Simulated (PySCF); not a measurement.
# Stretching SbC

Set-up: Sb aug-cc-pVDZ-PP with ECP28, C aug-cc-pVDZ; scalar-relativistic core potentials (PySCF 2.14). Energies in eV from Sb + C in their ground configurations at the same level. State: ²Σ⁺ (doublet), unpaired electrons σ ↑.

All columns are PBE. A positive dipole means Sb(−)C(+).

```json
{"R (Å)": "1.618", "E (eV)": "-1.992", "μ (D)": "-2.04", "Mulliken charge on Sb (basis-dependent)": "0.50", "HOMO (eV)": "-6.64", "LUMO (eV)": "-4.73", "Mayer bond order": "2.81", "⟨S²⟩": "0.77"}
{"R (Å)": "1.693", "E (eV)": "-2.964", "μ (D)": "-2.13", "Mulliken charge on Sb (basis-dependent)": "0.51", "HOMO (eV)": "-6.47", "LUMO (eV)": "-4.90", "Mayer bond order": "2.74", "⟨S²⟩": "0.77"}
{"R (Å)": "1.768", "E (eV)": "-3.520", "μ (D)": "-2.20", "Mulliken charge on Sb (basis-dependent)": "0.52", "HOMO (eV)": "-6.31", "LUMO (eV)": "-5.05", "Mayer bond order": "2.68", "⟨S²⟩": "0.78"}
{"R (Å)": "1.825", "E (eV)": "-3.735", "μ (D)": "-2.25", "Mulliken charge on Sb (basis-dependent)": "0.53", "HOMO (eV)": "-6.21", "LUMO (eV)": "-5.15", "Mayer bond order": "2.64", "⟨S²⟩": "0.79"}
{"R (Å)": "1.881", "E (eV)": "-3.821", "μ (D)": "-2.28", "Mulliken charge on Sb (basis-dependent)": "0.53", "HOMO (eV)": "-6.11", "LUMO (eV)": "-5.24", "Mayer bond order": "2.59", "⟨S²⟩": "0.80"}
{"R (Å)": "1.937", "E (eV)": "-3.807", "μ (D)": "-2.31", "Mulliken charge on Sb (basis-dependent)": "0.53", "HOMO (eV)": "-6.03", "LUMO (eV)": "-5.32", "Mayer bond order": "2.54", "⟨S²⟩": "0.82"}
{"R (Å)": "2.013", "E (eV)": "-3.678", "μ (D)": "-2.31", "Mulliken charge on Sb (basis-dependent)": "0.53", "HOMO (eV)": "-5.92", "LUMO (eV)": "-5.39", "Mayer bond order": "2.46", "⟨S²⟩": "0.87"}
{"R (Å)": "2.107", "E (eV)": "-3.406", "μ (D)": "-2.29", "Mulliken charge on Sb (basis-dependent)": "0.51", "HOMO (eV)": "-5.81", "LUMO (eV)": "-5.44", "Mayer bond order": "2.28", "⟨S²⟩": "1.01"}
{"R (Å)": "2.220", "E (eV)": "-3.009", "μ (D)": "-2.23", "Mulliken charge on Sb (basis-dependent)": "0.48", "HOMO (eV)": "-5.73", "LUMO (eV)": "-5.46", "Mayer bond order": "1.98", "⟨S²⟩": "1.28"}
{"R (Å)": "2.370", "E (eV)": "-2.468", "μ (D)": "-2.23", "Mulliken charge on Sb (basis-dependent)": "0.43", "HOMO (eV)": "-5.68", "LUMO (eV)": "-5.46", "Mayer bond order": "1.62", "⟨S²⟩": "1.63"}
```

A fit through these points gives, at Re = 1.900 Å, μ = -2.29 D and dμ/dR = -0.457 D/Å; the reduced mass is 10.92 u.

**Question.** How strong is the fundamental in the double-harmonic approximation, I = 42.26·(dμ/dR)²/μred km/mol?

**Answer.** I = 42.26·(-0.457)²/10.92 = 0.808 km/mol at PBE.

⟨S²⟩ of the unrestricted solution departs from its pure value on part of the curve, where spin states mix. Spin–orbit coupling is left out, which matters for elements this heavy, above all for dissociation energies. The state was picked by a PBE0 search and need not be the measured ground state.
